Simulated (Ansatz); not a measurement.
Li₄⁺ (the lowest doublet isomer of a short search), 4 atoms. Hardware: 4 threads of Arm Neoverse V1 on a shared host.

Correlated methods freeze no core orbitals; core or outer-core shells of Li are correlated, in sets that lack core-valence functions.

Task: How many basis functions does each of these Ansatz runs have, and roughly what does it cost? RPA@PBE/def2-TZVP, charge 1 quartet, energy, from earlier orbitals; HF/STO-3G, charge 1 doublet, energy; PBE/def2-TZVP, charge 0 singlet at the geometry of the charge 1 doublet, energy, from earlier orbitals; r2SCANh/def2-TZVP, charge 1 quartet, energy, from earlier orbitals; PBE0/def2-SVP, charge 1 doublet, energy, from earlier orbitals; PBE/def2-TZVP, charge 1 quartet, energy, from earlier orbitals; BHLYP/def2-TZVP, charge 1 doublet, energy, from earlier orbitals; PBE/def2-SVP, charge 1 doublet, energy, from earlier orbitals; BHLYP/def2-TZVP, charge 1 quartet, energy, from earlier orbitals; B3LYP/def2-TZVP, charge 1 doublet, frequencies; HF/def2-TZVP, charge 1 quartet, energy, from earlier orbitals; CCSD(T)/def2-TZVPP, charge 1 quartet, energy, from earlier orbitals.

Result: Other jobs shared the machine, so times can vary by a factor of up to 3. A dash marks memory too small to be measured apart from the calling script's.

```
                                                                                                   run  functions  fitting or Cholesky vectors  wall time  peak host memory (GiB)
                                                                   HF/STO-3G, charge 1 doublet, energy         20                          237      0.1 s                       –
                                         HF/def2-TZVP, charge 1 quartet, energy, from earlier orbitals         56                          596     0.15 s                       –
PBE/def2-TZVP, charge 0 singlet at the geometry of the charge 1 doublet, energy, from earlier orbitals         56                          516      0.3 s                       –
                                      BHLYP/def2-TZVP, charge 1 quartet, energy, from earlier orbitals         56                          516     0.45 s                       –
                                         PBE/def2-SVP, charge 1 doublet, energy, from earlier orbitals         36                          516     0.45 s                       –
                                        PBE0/def2-SVP, charge 1 doublet, energy, from earlier orbitals         36                          516     0.45 s                       –
                                      BHLYP/def2-TZVP, charge 1 doublet, energy, from earlier orbitals         56                          516     0.45 s                       –
                                        PBE/def2-TZVP, charge 1 quartet, energy, from earlier orbitals         56                          516     0.45 s                       –
                                    RPA@PBE/def2-TZVP, charge 1 quartet, energy, from earlier orbitals         56                          608     0.55 s                       –
                                   CCSD(T)/def2-TZVPP, charge 1 quartet, energy, from earlier orbitals         76                          592      0.9 s                       –
                                    r2SCANh/def2-TZVP, charge 1 quartet, energy, from earlier orbitals         56                          516      1.1 s                       –
                                                        B3LYP/def2-TZVP, charge 1 doublet, frequencies         56                          656        7 s                       –
```
